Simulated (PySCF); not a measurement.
Species: phosphasilene FPSiF2, F₃PSi.
Structure used (PBE0-D3(BJ)/def2-SVP), in Å, numbered top down from 1:
```xyz
5
F3PSi angstrom
F      2.0645   -0.6111    0.6861
P      1.4247   -0.1920   -0.7705
Si    -0.5438    0.1445   -0.1302
F     -1.6999    0.6025   -1.1457
F     -1.2119    0.0221    1.3223
```

Method: core-valence-separated Tamm–Dancoff BHandHLYP/aug-pcX-1 (def2-SVPD on Si, def2-SVPD on P) in PySCF, non-relativistic, gas phase, PBE0-D3(BJ)/def2-SVP geometry. No empirical shift is added; at this level the pattern usually sits a few eV under experiment.

The lowest roots of each edge with f over 0.003 (five at most, numbered afresh; weaker and dark ones are left out), with transition dipoles (au) in the frame of the coordinates:

```tsv
root	edge	E (eV)	f	μx	μy	μz
1	F	682.73	0.0249	-0.0189	0.0103	-0.0320
2	F	684.17	0.0167	0.0160	0.0018	-0.0272
3	F	684.40	0.0160	0.0227	-0.0086	0.0191
4	F	684.94	0.0040	0.0005	-0.0153	-0.0019
5	F	684.98	0.0038	-0.0147	-0.0003	-0.0032
```

Q: What is the unit vector of the normal of the molecular plane, and which share of each root's |μ|² lies along it?

A: (-0.22, -0.96, -0.18), up to sign.

| root | core hole on | share along it | final orbital under reflection in the plane |
| --- | --- | --- | --- |
| 1 | F1 | 0.00 | even |
| 2 | F5 | 0.00 | even |
| 3 | F4 | 0.00 | even |
| 4 | F1 | 0.93 | – |
| 5 | F1 | 0.07 | – |

The 1s orbitals of atoms in the plane are even under the reflection, so light polarised along the normal reaches odd orbitals alone (the out-of-plane π set) and light polarised in the plane even ones.

Q: Molecules are fixed in this frame and the field points along z. What effective strengths 3 f cos²θ do the roots have (θ between field and μ)?

A: root 1 (F1): 0.052, root 2 (F5): 0.037, root 3 (F4): 0.018, root 4 (F1): 0.000, root 5 (F1): 0.001. Root 1 is the strongest. Averaged over all orientations cos²θ is 1/3, which gives f back.

